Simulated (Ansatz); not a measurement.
Bond stretch in SMILES [AlH3]. The Al1–H4 bond (Al1 also carries H, H; H4 carries nothing else) is stretched with both fragments frozen at the PBE0/def2-TZVP optimised geometry. Each curve is given relative to its own lowest point near equilibrium.

| R / Å | A | B | C |
|---|---|---|---|
| 1.27 | 103.6 | 103.6 | 103.4 |
| 1.34 | 57.5 | 57.5 | 56.5 |
| 1.43 | 21.3 | 21.3 | 20.0 |
| 1.49 | 8.0 | 8.0 | 7.0 |
| 1.52 | 3.9 | 3.9 | 3.2 |
| 1.59 | 0.0 | 0.0 | 0.0 |
| 1.63 | 0.7 | 0.7 | 1.2 |
| 1.68 | 3.9 | 3.9 | 5.3 |
| 1.75 | 12.2 | 12.2 | 14.9 |
| 1.82 | 23.9 | 23.9 | 28.1 |
| 1.97 | 56.3 | 56.3 | 64.2 |
| 2.14 | 99.6 | 99.6 | 112.4 |
| 2.40 | 168.5 | 168.5 | 187.0 |
| 2.58 | 214.1 | 214.1 | 221.4 |
| 2.91 | 288.9 | 281.4 | 255.2 |
| 3.19 | 342.1 | 311.8 | 268.2 |
| 3.52 | 393.0 | 329.7 | 275.2 |
| 3.90 | 438.1 | 338.2 | 278.3 |
| 4.24 | 468.4 | 341.0 | 279.4 |
| 4.83 | 504.3 | 342.6 | 280.0 |
| 5.51 | 528.2 | 343.0 | 280.2 |

Energies in kJ/mol.

Problem. Which curve belongs to which method? The methods are restricted PBE0/cc-pVDZ in Ansatz (a quantum-chemistry and plane-wave program); UHF/cc-pVDZ (Ansatz); Ansatz with unrestricted PBE0/cc-pVDZ.

Solution. A is RKS-PBE0; B is UKS-PBE0; C is UHF.

The unrestricted determinant behind UKS-PBE0 is spin-contaminated at 2.91 to 5.51 Å (<S²> up to 1.0, against 0.00 for a pure singlet). The unrestricted determinant behind UHF is spin-contaminated at 2.40 to 5.51 Å (<S²> up to 1.0, against 0.00 for a pure singlet). The restricted form behind RKS-PBE0 keeps the bonding electrons paired and can't separate into open-shell fragments.
